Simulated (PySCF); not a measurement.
**Dipole polarisabilities along group 13**

Calculated with PySCF 2.14 for the ground configurations, without spin-orbit coupling: coupled response for Hartree-Fock and DFT, finite fields for MP2 and CCSD(T), with B 1s2; Al [Ne]; Ga [Ar] 3d10 frozen. Mean α in bohr³, C₆ of like pairs in atomic units.

```
                                            species  α UHF  α PBE  α PBE0  α MP2  α CCSD(T)  α recommended (Schwerdtfeger and Nagle)  C₆ UHF  C₆ PBE  C₆ PBE0
      B [He] 2s2 2p1 (dyall-av2z, non-relativistic)  21.81  22.72   21.91  19.38      19.96                               20.5 ± 0.1   104.4   111.8    107.0
     Al [Ne] 3s2 3p1 (dyall-av2z, non-relativistic)  60.23  63.68   61.44  58.71      56.59                                 57.8 ± 1   549.6   573.2    553.1
Ga [Ar] 3d10 4s2 4p1 (dyall-av2z, non-relativistic)  56.80  60.57   57.80  55.79      54.42                                   50 ± 3   502.9   511.5    492.4
In [Kr] 4d10 5s2 5p1 (dyall-av2z, non-relativistic)  76.20  79.03   75.90    n/a        n/a                                   65 ± 4   832.0   818.3    793.6
```

Hartree-Fock lacks correlation. PBE lies above the recommended values here, as self-interaction makes its density too diffuse. MP2 and CCSD(T) carry the error of the frozen core. All values carry a basis error, and heavy open shells lack spin-orbit coupling.
